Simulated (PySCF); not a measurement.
Compound: C7H10.
SMILES with atom numbers: `[CH2:1]=[CH:2][C@@H:3]1[CH2:4][CH:5]=[C:6]1[CH3:7]`

Geometry (GFN2-xTB, Å), atoms numbered from 1 in this order:
```
atom  x, y, z in Å
C1     2.2925    1.0428   -0.7448
C2     1.1980    0.3090   -0.8333
C3     0.4824   -0.2831    0.3280
C4     0.1100   -1.7927    0.1937
C5    -1.3217   -1.3369    0.2397
C6    -1.0196   -0.0457    0.3559
C7    -1.7720    1.2259    0.4585
H8     2.7746    1.4575   -1.6139
H9     2.7544    1.2576    0.2054
H10    0.7505    0.1074   -1.7985
H11    0.9929   -0.0390    1.2621
H12    0.4352   -2.4133    1.0277
H13    0.4266   -2.2528   -0.7414
H14   -2.2417   -1.8916    0.1983
H15   -2.8435    1.0384    0.4635
H16   -1.4982    1.7537    1.3722
H17   -1.5275    1.8747   -0.3830
```

NICS is the negative of the GIAO shielding at a point without a nucleus: at the ring centre (0) and 1 Å above and below it (1); zz is the component along the ring normal. Level: GIAO PBE0/pcSseg-1 (PySCF, non-relativistic, gas phase) on the GFN2-xTB geometry, one conformer.

Ring bond lengths (Å), with Mayer bond orders in brackets: C3–C4 1.561 (1.01), C4–C5 1.503 (1.05), C5–C6 1.331 (1.76), C6–C3 1.521 (0.98).

What do the NICS probes read (ppm)?

| ring | type | NICS(0) | NICS(1), two faces | NICS(1)zz, two faces | rms pucker (Å) | centre to ring atoms, mean (Å) |
| --- | --- | --- | --- | --- | --- | --- |
| C3–C4–C5–C6 | 4-membered carbocycle; formal bonds 1 double, 3 single | 0.4 | -2.5 / -2.3 | -0.7 / 0.4 | 0.00 | 1.05 |

What do they say, and how far can they be read as aromaticity?

- C3–C4–C5–C6: mean NICS(1)zz -0.1 ppm, near zero. C3, C4 have four or more neighbours, so the value isn't read as a sign of a π ring current.

At the first NICS(1) probe listed for ring C3–C4–C5–C6, 1 Å off the ring, how large is the induced field along the normal in 9.4 T applied along it?

NICSzz × B0 = -0.7 ppm × 9.4 T = -7 μT, against the applied field.

List the ring angles and the Hirshfeld charges of the ring atoms.

- C3–C4–C5–C6: C3 85.2° (-0.029 e), C4 86.1° (-0.075 e), C5 94.6° (-0.063 e), C6 94.1° (+0.009 e); sum 360.0° against 360° for a flat convex ring.

The run took 23 s on one thread of an Intel Xeon Platinum 8375C at 2.90 GHz, shared host with 64 logical CPUs at a one-minute load of 12, and the process peaked at 0.76 GiB of memory. This is the whole shielding run at PBE0/pcSseg-1, SCF included.
